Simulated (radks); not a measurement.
Results of a calculation; reference values are marked as such.
Species: neutral tantalum. Configuration: [Xe] 4f14 5d3 6s2. Code: a radial shooting solver on a logarithmic mesh with Libxc functionals. Model: scalar-relativistic Kohn-Sham, exchange-only r2SCAN, spin-unpolarised, spherical densities, finite nucleus; meta-GGA in the generalised Kohn-Sham scheme; Fermi nuclear charge, rms radius 5.3507 fm.

Normalised radial functions P(r) = r R(r), r in bohr:

| r | 4d | 4f |
|---|---|---|
| 0.002955 | 0.0003 | 0.0000 |
| 0.003468 | 0.0005 | 0.0000 |
| 0.00407 | 0.0008 | 0.0000 |
| 0.004776 | 0.0012 | 0.0000 |
| 0.005649 | 0.0018 | 0.0000 |
| 0.00663 | 0.0028 | 0.0000 |
| 0.00778 | 0.0044 | 0.0000 |
| 0.00913 | 0.0067 | 0.0001 |
| 0.0108 | 0.0104 | 0.0001 |
| 0.01267 | 0.0157 | 0.0002 |
| 0.01487 | 0.0236 | 0.0003 |
| 0.01745 | 0.0353 | 0.0006 |
| 0.02048 | 0.0523 | 0.0010 |
| 0.02423 | 0.0780 | 0.0019 |
| 0.02843 | 0.1127 | 0.0033 |
| 0.03337 | 0.1602 | 0.0057 |
| 0.03916 | 0.2235 | 0.0097 |
| 0.04595 | 0.3050 | 0.0163 |
| 0.05436 | 0.4108 | 0.0277 |
| 0.06379 | 0.5281 | 0.0451 |
| 0.07485 | 0.6536 | 0.0718 |
| 0.08784 | 0.7723 | 0.1117 |
| 0.1031 | 0.8612 | 0.1694 |
| 0.1219 | 0.8900 | 0.2540 |
| 0.1431 | 0.8224 | 0.3611 |
| 0.1679 | 0.6353 | 0.4948 |
| 0.1971 | 0.3203 | 0.6513 |
| 0.2313 | -0.1018 | 0.8208 |
| 0.2736 | -0.6025 | 0.9960 |
| 0.321 | -1.0510 | 1.1388 |
| 0.3767 | -1.3840 | 1.2369 |
| 0.4421 | -1.5377 | 1.2723 |
| 0.5188 | -1.4952 | 1.2383 |
| 0.6137 | -1.2791 | 1.1362 |
| 0.7202 | -0.9826 | 0.9931 |
| 0.8452 | -0.6742 | 0.8257 |
| 0.9918 | -0.4117 | 0.6533 |
| 1.164 | -0.2226 | 0.4920 |
| 1.377 | -0.1009 | 0.3453 |
| 1.616 | -0.0406 | 0.2325 |
| 1.896 | -0.0136 | 0.1469 |
| 2.225 | -0.0037 | 0.0866 |
| 2.632 | -0.0007 | 0.0458 |
| 3.089 | -0.0001 | 0.0230 |
| 3.625 | 0.0000 | 0.0107 |
| 4.254 | 0.0000 | 0.0045 |
| 4.992 | 0.0000 | 0.0017 |
| 5.905 | 0.0000 | 0.0005 |
| 6.929 | 0.0000 | 0.0001 |
| 8.132 | 0.0000 | 0.0000 |
| 9.543 | 0.0000 | 0.0000 |
| 11.2 | 0.0000 | 0.0000 |
| 13.25 | 0.0000 | 0.0000 |
| 15.55 | 0.0000 | 0.0000 |
| 18.24 | 0.0000 | 0.0000 |

4d: eigenvalue -225.50 eV, 1 radial node at r = 0.223 bohr, <r> = 0.523 bohr, 90 % of the charge inside 0.784 bohr. 4f: eigenvalue -23.999 eV, 0 radial nodes, <r> = 0.639 bohr, 90 % of the charge inside 1.07 bohr.
